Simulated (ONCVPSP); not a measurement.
Sb (Z = 51): excitation energies, all-electron against ONCV

- Element: Sb
- Generator: ONCVPSP 4.0.1
- Type: optimised norm-conserving Vanderbilt (ONCV)
- Functional: PBE
- Relativity: fully relativistic
- Frozen core: [Ar] 3d10
- Valence charge: 23
- Reference configuration: 4s2 4p6 4d10 5s2 5p3
- Partial waves: 4s+5s: rc 1.40 bohr, ncon 4, nbas 7, qcut 9.5 1/bohr, 3 projectors, debl 2.6 Ha; 4p+5p: rc 1.60 bohr, ncon 4, nbas 8, qcut 9.1 1/bohr, 2 projectors; 4d: rc 1.15 bohr, ncon 3, nbas 7, qcut 15.6 1/bohr, 1 projector
- Local potential: polynomial inside 0.80 bohr (lpopt 5, dvloc0 6 Ha)
- Core correction: Teter function fitted to the true core (icmod 2), fcfact 0.2

Open shells are filled in proportion to 2j + 1.

Energies are relative to the spin-unpolarised reference configuration 4s2 4p6 4d10 5s2 5p3; without spin polarisation the order of configurations can differ from experiment.

```tsv
valence configuration	charge	ΔE all-electron (eV)	error AE − PS (meV)
4s2 4p6 4d10 5s2 5p2	+1	8.334	+0.2
4s2 4p6 4d10 5s2 5p0	+3	48.763	+0.2
4s2 4p6 4d10 5s2 5p2.5	+0.5	3.270	+0.1
```

Task: What are ΔE and the potential's error for 4s2 4p6 4d10 5s2 5p1?

Result: ΔE = 24.323 eV all-electron; the error (AE − PS) is +0.4 meV.

Levels in the configuration 4s2 4p6 4d10 5s2 5p2:

```json
{"level": "4s j=1/2", "all-electron (eV)": "-157.235", "pseudo (eV)": "-157.239"}
{"level": "4p j=3/2", "all-electron (eV)": "-107.597", "pseudo (eV)": "-107.599"}
{"level": "4p j=1/2", "all-electron (eV)": "-116.186", "pseudo (eV)": "-116.187"}
{"level": "4d j=5/2", "all-electron (eV)": "-41.479", "pseudo (eV)": "-41.480"}
{"level": "4d j=3/2", "all-electron (eV)": "-42.725", "pseudo (eV)": "-42.724"}
{"level": "5s j=1/2", "all-electron (eV)": "-20.627", "pseudo (eV)": "-20.627"}
{"level": "5p j=3/2", "all-electron (eV)": "-11.763", "pseudo (eV)": "-11.763"}
{"level": "5p j=1/2", "all-electron (eV)": "-12.500", "pseudo (eV)": "-12.500"}
```
